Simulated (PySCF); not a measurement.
This PySCF input asks for the NMR shieldings of SMILES C(/CC)(=C\[SiH3])C(=O)Cl, C₅H₉ClOSi; the geometry comes from GFN2-xTB.

```python
import basis_set_exchange as bse
import numpy as np
from pyscf import gto, dft
from pyscf.prop import nmr

atoms = """
C    -2.340000    0.110874    0.662354
C    -1.478153   -0.046956   -0.592290
C    -0.025883   -0.173696   -0.233140
C     0.847074    0.844952   -0.266206
Si    2.667321    0.705755    0.232934
C     0.521278   -1.441454    0.221054
O     1.652600   -1.624244    0.573219
Cl   -0.586586   -2.810933    0.231228
H    -2.030186    0.987867    1.226544
H    -3.384597    0.227296    0.384851
H    -2.249055   -0.761789    1.303520
H    -1.804999   -0.928030   -1.145964
H    -1.609437    0.829200   -1.229977
H     0.476412    1.804610   -0.600235
H     3.376526   -0.194441   -0.668463
H     3.177621    2.070161    0.007633
H     2.783067    0.412857    1.656144
"""
names = dict.fromkeys(["C", "Si", "O", "Cl", "H"], "pcSseg-1")
basis = {el: gto.basis.parse(bse.get_basis(n, elements=[el], fmt="nwchem")) for el, n in names.items()}
mol = gto.M(atom=atoms, basis=basis, charge=0, verbose=0)
mf = dft.RKS(mol, xc="PBE0")
mf.grids.level = 2
mf.grids.alignment = dft.numint.BLKSIZE   # the property module wants whole blocks of grid points
mf.conv_tol = 1e-9
mf.kernel()

calc = nmr.RKS(mf)   # GIAO
C = mf.mo_coeff
Co = C[:, mf.mo_occ > 0]
resp = mf.gen_response(singlet=True, hermi=2)
def vind(x):   # induced exchange potential for any number of trial vectors
    d = np.einsum("pi,xij,qj->xpq", C, 2 * x.reshape(-1, C.shape[1], Co.shape[1]), Co, optimize=True)
    return np.einsum("xpq,pi,qj->xij", resp(d - d.transpose(0, 2, 1)), C, Co, optimize=True).ravel()
mo1, _ = nmr.rhf.solve_mo1(calc, with_cphf=vind)
sigma = calc.kernel(mo1)
for i, s in enumerate(sigma):   # ppm
    w = np.linalg.eigvalsh((s + s.T) / 2)
    print("%2d %-2s iso %8.1f  s11 %8.1f  s22 %8.1f  s33 %8.1f" % (i, mol.atom_pure_symbol(i), w.mean(), *w))
```

Task: What does it print?

Result: 
```
 0 C  iso    168.0  s11    152.9  s22    164.8  s33    186.3
 1 C  iso    151.9  s11    139.2  s22    145.9  s33    170.6
 2 C  iso     26.5  s11    -98.3  s22     46.2  s33    131.8
 3 C  iso     20.6  s11    -97.9  s22     -4.7  s33    164.3
 4 Si iso    432.0  s11    413.0  s22    419.4  s33    463.7
 5 C  iso      4.7  s11    -82.8  s22     44.8  s33     52.1
 6 O  iso   -233.3  s11   -630.0  s22   -319.2  s33    249.2
 7 Cl iso    528.3  s11    139.5  s22    510.0  s33    935.5
 8 H  iso     30.9  s11     26.8  s22     29.3  s33     36.4
 9 H  iso     30.4  s11     26.4  s22     27.0  s33     37.9
10 H  iso     30.1  s11     24.9  s22     31.1  s33     34.2
11 H  iso     28.7  s11     25.0  s22     28.8  s33     32.4
12 H  iso     29.2  s11     25.0  s22     28.3  s33     34.4
13 H  iso     24.1  s11     19.8  s22     23.4  s33     29.2
14 H  iso     27.4  s11     23.8  s22     26.5  s33     31.9
15 H  iso     27.7  s11     23.9  s22     26.0  s33     33.1
16 H  iso     27.4  s11     23.9  s22     26.5  s33     31.8
```

These numbers come from an equivalent density-fitted implementation of the same equations, which agrees with the script to about 0.01 ppm for H and up to a few tenths of a ppm for heavy atoms, so last digits may differ.

Task: Turn these shieldings into chemical shifts. Scale: 13C (186.93 ppm) and 29Si (349.16 ppm) and 1H (31.72 ppm) against TMS; H2O for 17O (336.08 ppm); 35Cl (949.78 ppm) vs HCl (reference shieldings calculated alike).

Result: Averaging equivalent atoms: C 5: 182.2; C 3: 166.4; C 2: 160.4; C 1: 35.0; C 0: 18.9; Si 4: -82.9; O 6: 569.4; Cl 7: 421; H 13: 7.59; H 14/15/16: 4.21; H 11/12: 2.74; H 8/9/10: 1.28 ppm. Unscaled 17O shifts of doubly bonded oxygen tend to come out too high, by tens of ppm or more. Experimental scales use liquid or dissolved standards, which lie at an offset from isolated H2O (liquid H2O: subtract about 36 ppm).

Size and cost of the density-fitted run: 195 basis functions, roughly 100 core-seconds.
